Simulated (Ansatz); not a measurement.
Worked example: the interaction energy

The pair of F⁻ (SMILES [F-], atom 1) and SO$_{2}$ (SMILES O=S=O, atoms 2–4), both closed shells, in one local arrangement (a lower one may exist), relaxed at PBE0-D4/def2-TZVPD:

```csv
atom,x (Å),y (Å),z (Å)
F1,0.0757,-0.0273,-1.4838
O2,-0.4081,1.1966,0.6039
S3,-0.4023,-0.2047,0.1780
O4,0.7347,-0.9647,0.7019
```

Both fragments are computed in the basis of the whole pair.

Ansatz 0.2.0; basis: def2-TZVPPD and def2-QZVPPD; cores frozen in the correlated methods.

Energies in eV:

| quantity | pair | first fragment | second fragment |
| --- | --- | --- | --- |
| Hartree–Fock, triple zeta (X = 3) | -17601.72457 | -2706.33257 | -14892.64961 |
| Hartree–Fock, quadruple zeta (X = 4) | -17602.35396 | -2706.42206 | -14893.15275 |
| MP2 correlation, X = 3 | -25.42405 | -7.86422 | -18.20516 |
| MP2 correlation, X = 4 | -27.51312 | -8.51671 | -19.55427 |
| CCSD(T) correlation, X = 3 | -26.36404 | -7.97126 | -18.92685 |

Q: Work out the interaction energy at the basis limit: extrapolate Hartree–Fock as E(X) = E∞ + A exp(−7.88 √X) and the MP2 correlation as E(X) = E∞ + B X^−2.97 (the exponents that Neese and Valeev fitted for def2-TZVPP and QZVPP, reused here for the diffuse sets), then add CCSD(T) − MP2 in triple zeta.

A: Each step is linear, so take the differences first (pair − first fragment − second fragment): Hartree–Fock -2.74239 (X = 3) and -2.77915 (X = 4); MP2 correlation 0.64533 and 0.55786; CCSD(T) correlation 0.53407.
Two points give E∞ = E(4) + w [E(4) − E(3)], with w = 1/(exp(7.88 (2 − √3)) − 1) = 0.1377 for Hartree–Fock and w = 1/((4/3)^2.97 − 1) = 0.7407 for the correlation.
Hartree–Fock: -2.77915 + 0.1377 × (-0.03676) = -2.7842 eV.
MP2 correlation: 0.55786 + 0.7407 × (-0.08747) = 0.4931 eV.
CCSD(T) − MP2: 0.53407 − 0.64533 = -0.1113 eV.
Sum: -2.7842 + 0.4931 + (-0.1113) = -2.4024 eV, or -55.40 kcal/mol. Plain CCSD(T) in triple zeta gives -2.2083 eV, so the larger basis shifts the result by -0.1941 eV.

The T1 diagnostic stays at or below 0.024. The restricted Hartree–Fock reference is unstable towards an unrestricted one at one or more of these structures.

For scale, one of the runs: CCSD(T)/def2-TZVPPD, 171 basis functions, launched by `ansatz run in.yaml --threads 2 --pin off --events-out ev --progress --plain --max-ram 5222MiB`. The run took 20 s on 2 CPU threads of an Arm Neoverse V1 (shared host), with 1.1 GiB of host memory at its peak.
